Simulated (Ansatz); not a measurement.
Reactions of I₄Si, SMILES `I[Si](I)(I)I`.

Computed with Ansatz on PBE0-D4/def2-TZVP structures; ΔE is electronic, products minus reactants. CCSD(T)/CBS is the MP2 limit (def2-TZVPP, def2-QZVPP) plus CCSD(T) − MP2 in def2-TZVPP, frozen cores. This one scheme is used for every species, atoms too. DFT in def2-TZVPP. Open shells (•) are unrestricted, without spin–orbit coupling. Spin–orbit coupling would lower the free atoms: a little for Si; strongly for I. def2 core potentials past Kr. For I outer-core shells are correlated without core-valence functions, so the limit isn't a true one: a few kJ/mol of doubt a bond, and 10 to 20 or more in all where bonds break to atoms. Each species was taken in one conformer, which may not be the lowest.

| reaction | HF/CBS(def2) (kcal/mol) | ωB97X-V (kcal/mol) | RPA@PBE/def2-TZVPP (kcal/mol) | PBE0-D4 (kcal/mol) |
| --- | --- | --- | --- | --- |
| `I[Si](I)(I)I` + H₂ → `I[SiH](I)I` + HI | 4.9 | 12.4 | 10.6 | 14.8 |
| `I[Si](I)(I)I` + `O[SiH2]F` → `I[SiH](I)I` + `O[SiH](F)I` | -6.4 | -3.5 | -2.1 | -2.7 |
| `I[Si](I)(I)I` + `[SiH3]Cl` → `I[SiH](I)I` + `Cl[SiH2]I` | -5.0 | -1.8 | -1.0 | -1.0 |
| `I[Si](I)(I)I` → 4 I• + Si• | 165.9 | 264.1 | 220.5 | 271.7 |
| `I[Si](I)(I)I` → I• + `I[Si](I)I`• | 44.2 | 72.1 | 62.0 | 70.9 |

Question: Give the CCSD(T)/CBS values in the same order. (An estimate is asked.)

Answer: The calculation gave: 15.8, -1.3, -0.3, 276.4, 76.8 kcal/mol.

Largest T1 diagnostic: 0.012, for Si•.
